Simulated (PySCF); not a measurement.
C3H6FNSi, SMILES F[SiH2]N1C=CC1. Atoms are numbered in the order given.

```xyz
12

F      1.9991    -0.1144     1.2210
Si     1.3754     0.0448    -0.2927
N     -0.3509     0.0063    -0.3580
C     -1.3560    -0.9917    -0.3179
C     -2.3937    -0.1575    -0.0336
C     -1.4169     1.0052    -0.0233
H      1.8031     1.3889    -0.7908
H      1.8736    -1.1182    -1.0915
H     -1.2013    -2.0679    -0.4935
H     -3.4749    -0.2541     0.1000
H     -1.2514     1.5021     0.9565
H     -1.5406     1.7723    -0.8173
```
Charge 0, spin multiplicity 1.

Geometry: PBE-D3(BJ)/def2-SVP. This is a generated structure with no PubChem entry under its InChIKey; it may be hypothetical. One conformer was computed; it need not be the lowest.

Method: KT2/pcSseg-1 run with PySCF.

GIAO shieldings, no solvent; atoms listed in one row are averaged. δ = σ(ref) − σ: ¹⁹F against CFCl3 (σ = 127.1 ppm); ²⁹Si against TMS (σ = 361.9 ppm); ¹⁵N against NH3 (σ = 266.2 ppm); ¹³C against TMS (σ = 185.1 ppm); ¹H against TMS (σ = 31.47 ppm), references at their B3LYP-D3(BJ)/def2-TZVP geometries, non-relativistic.

```tsv
nucleus	atoms	count	δ (ppm)
¹⁹F	F1	1	-181.1
²⁹Si	Si2	1	-32.1
¹⁵N	N3	1	138.8
¹³C	C4	1	146.7
¹³C	C5	1	110.1
¹³C	C6	1	66.9
¹H	H9	1	7.18
¹H	H10	1	5.89
¹H	H8	1	5.45
¹H	H11	1	5.35
¹H	H7	1	5.21
¹H	H12	1	5.14
```
